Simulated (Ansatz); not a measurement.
Stretch profile

SbCl3 (SMILES [Cl][Sb]([Cl])[Cl]), singlet, at its PBE0-D4/def2-TZVP minimum:

```xyz
4
angstrom
Cl 0.4866 0.2837 1.9650
Sb 0.8059 -0.2239 -0.2908
Cl -0.9439 -1.7527 -0.5125
Cl -0.2930 1.6325 -1.1821
```

The bond length Sb2–Cl4 (2.334 Å at the minimum) is set to the values below, with the rest relaxed at PBE0-D4/def2-TZVP at each step. Each method's energies count from its own value at the PBE0-D4 minimum structure. Program: Ansatz 0.2.0. Basis: def2-TZVPP. Cores are frozen in the correlated methods. Filled d shells of the heavier atoms are correlated. Core potentials replace the inner electrons of the atoms past krypton. The def2 sets are not built for correlating such inner shells, so the correlated values are less sure here. B3LYP uses VWN-RPA correlation.

CCSD(T) energies along the scan:
| bond length (Å) | CCSD(T) (kJ/mol) |
| --- | --- |
| 2.007 | 119.9 |
| 2.076 | 66.4 |
| 2.177 | 20.8 |
| 2.294 | 1.1 |
| 2.425 | 5.1 |
| 2.565 | 26.4 |
| 2.714 | 58.8 |
| 2.871 | 96.9 |
| 3.034 | 136.8 |
They count from the CCSD(T) energy at the PBE0-D4 minimum.

Minimum and curvature along this coordinate at CCSD(T): A fifth-order fit through the nearest points gives 2.333 Å, with a curvature of about 14 eV/Å².

Largest difference from the CCSD(T) curve over the scan: PBE-D4 25.0; PBE0-D4 3.2; B3LYP-D4 20.1; wB97M-V 6.4 kJ/mol. Each curve counts from its own value at the minimum.

T1 diagnostic: at most 0.017. The restricted Hartree–Fock reference is unstable towards an unrestricted one at one or more of these structures.

For scale, one of the runs: CCSD(T)/def2-TZVPP, 176 basis functions (an equivalent command: `ansatz run in.yaml --threads 4`). The run took 26 s on 4 CPU threads (shared host), with 1.6 GiB of host memory at its peak.
